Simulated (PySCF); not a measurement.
C2Cl2F6Si: core ionisation energies

Compound: Si(CF3)2Cl2, C₂Cl₂F₆Si.
Structure used (PBE0-D3(BJ)/def2-SVP), in Å, numbered top down from 1:
```xyz
11
C2Cl2F6Si angstrom
Si    -0.5811    0.0786   -0.4747
C     -0.7111   -0.1567    1.4352
F     -1.9786   -0.1362    1.8487
F     -0.0532    0.8187    2.0695
F     -0.1752   -1.3230    1.8048
C      1.2807    0.0653   -0.9808
F      1.8865   -1.0205   -0.4903
F      1.9150    1.1384   -0.5018
F      1.4251    0.0564   -2.3068
Cl    -1.3957    1.8713   -0.9842
Cl    -1.5144   -1.4778   -1.3887
```

Computed, not measured: delta-SCF UKS SCAN, pcX-2 on the ionised atom, pcseg-1 elsewhere, spin-free X2C in PySCF 2.14.0. Each binding energy is the total energy of the core-ionised species, with the hole localised on one atom, minus that of the ground state; both are solved self-consistently, so orbital relaxation is included.

Problem. Give the core binding energies atom by atom.

Solution. 
```json
{"atom(s)": "Si1", "bonded to": "2 Cl and 2 C", "level": "Si 2p3/2", "binding energy (eV)": "109.78", "2p1/2 (eV)": "110.40", "count": "1"}
{"atom(s)": "Cl10/Cl11", "bonded to": "Si", "level": "Cl 2p3/2", "binding energy (eV)": "207.24", "2p1/2 (eV)": "208.89", "count": "2"}
{"atom(s)": "C2/C6", "bonded to": "3 F and Si", "level": "C 1s", "binding energy (eV)": "298.37", "2p1/2 (eV)": "–", "count": "2"}
{"atom(s)": "F3 (×6)", "bonded to": "C", "level": "F 1s", "binding energy (eV)": "694.55", "2p1/2 (eV)": "–", "count": "6"}
{"atom(s)": "Si1", "bonded to": "2 Cl and 2 C", "level": "Si 1s", "binding energy (eV)": "1849.76", "2p1/2 (eV)": "–", "count": "1"}
{"atom(s)": "Cl10/Cl11", "bonded to": "Si", "level": "Cl 1s", "binding energy (eV)": "2829.85", "2p1/2 (eV)": "–", "count": "2"}
```

Problem. Give the binding energy of Si 2p3/2 of Si1 in hartree and in kJ/mol.

Solution. 109.78 eV = 4.0343 Eh = 10592 kJ/mol.

Problem. Which effective nuclear charge Zeff reproduces each element's mean 1s value in the hydrogen-like formula E = 13.606 eV × Zeff²?

Solution. C (Z = 6): mean 298.4 eV, Zeff = 4.68, Z − Zeff = 1.32; F (Z = 9): mean 694.6 eV, Zeff = 7.14, Z − Zeff = 1.86; Si (Z = 14): mean 1849.8 eV, Zeff = 11.66, Z − Zeff = 2.34; Cl (Z = 17): mean 2829.9 eV, Zeff = 14.42, Z − Zeff = 2.58. Means run over the listed sites, weighted by atom count.

One atom of each set of topologically equivalent atoms was ionised and stands for the set; in this conformer not all members are related by symmetry, and their own values weren't computed. For 2p shells one spin-free hole was relaxed; a mean-field spin–orbit operator and the ground-state splitting of the three 2p orbitals were then diagonalised within the shell. The shell's mean is (2 × 2p3/2 + 2p1/2)/3, and the degeneracies 2j + 1 give areas of 2:1. 2p1/2 minus 2p3/2 (ligand field included): Si 0.63 eV, Cl 1.65 eV. Geometry: PBE0-D3(BJ)/def2-SVP; no solvent, vibrations or thermal averaging.
